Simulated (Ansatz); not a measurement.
Consider the ligand exchange at a Ge–C bond: `[CH3][Ge]([CH3])([CH3])[Cl]` + `CC(C)N` → `CC(C)[NH][Ge]([CH3])([CH3])[Cl]` + CH₄.

Gas-phase electronic energies from Ansatz, PBE0-D4/def2-TZVP geometries. CBS: MP2 limit from def2 TZ/QZ plus the TZ coupled-cluster correction, frozen cores. This one scheme is used for every species. DFT in def2-TZVPP. B3LYP here is the variant with VWN-RPA as its local correlation; programs differ in this. For Ge outer-core shells are correlated without core-valence functions, which leaves a few kJ/mol of doubt a bond. Scalar relativity is left out up to krypton. Each species was taken in one conformer, which may not be the lowest.

```tsv
level	ΔE (kcal/mol)
B97M-V	-8.8
PBE0-D4	-7.9
r2SCAN	-7.7
B3LYP	-6.6
CAM-B3LYP	-7.2
CCSD(T)/def2-TZVPP	-8.8
SCS-MP2/def2-QZVPP	-8.8
CCSD/CBS(def2)	-8.0
```

(1) What does CCSD(T)/CBS give? (Estimate.)

Largest T1 diagnostic among the species: 0.010.

Answers

(1) Ansatz gave: -8.7 kcal/mol. The listed levels differ from it by -0.1, 0.8, 1.0, 2.1, 1.5, -0.1, -0.1, 0.7 kcal/mol.

In def2-TZVPP, CCSD(T) changes the Hartree–Fock value by −2.0 kcal/mol (the triples alone add −0.7 kcal/mol) and MP2 by −2.4 kcal/mol. Leaving LDA and LC-ωPBE aside and taking each functional with its dispersion term where it has one, the values, not all of them listed here, spread over 2.5 kcal/mol, from BLYP-D4 to PBE-QIDH. LDA lies −1.8 kcal/mol from PBE without D4. At CCSD(T), def2-SVP lies −3.2 kcal/mol from the extrapolated value and def2-TZVPP −0.1 kcal/mol.
